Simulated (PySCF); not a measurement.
**Ag³¹⁺: ionisation energy**

Ag³¹⁺ [Ne] 3s2 3p4 (3P) → Ag³²⁺ [Ne] 3s2 3p3 (4S), as a difference of total energies. All numbers are calculated (PySCF 2.14, the spin-free X2C one-electron Hamiltonian (Gaussian nucleus), in an even-tempered Gaussian basis (18 s from 4.1 bohr⁻², ratio 2.5; 12 p from 5.4 bohr⁻², ratio 2.5; 5 d from 26 bohr⁻², ratio 2.7; 4 f from 38 bohr⁻², ratio 2.7)). Correlated levels: outer shells: 1s2 frozen; virtual orbitals above 40 to 60 times the deepest correlated orbital energy dropped. The calculations carry no spin-orbit coupling.

```tsv
method	ionisation energy (eV)
UHF	1893.5
MP2 (outer shells)	1894.5
SCS-MP2 (outer shells)	1894.5
CCSD (outer shells)	1894.5
CCSD(T) (outer shells)	1894.5
```

Spin-orbit coupling is strong in these open shells (close to jj coupling). The scalar numbers leave it out and a first-order estimate fails, so it can dominate the gap to the real levels.

Breit and QED terms and the two-electron picture change are absent.

For comparison: 1888 ± 2.4 eV (semi-empirical (NIST evaluation); NIST Atomic Spectra Database, ionization energies).
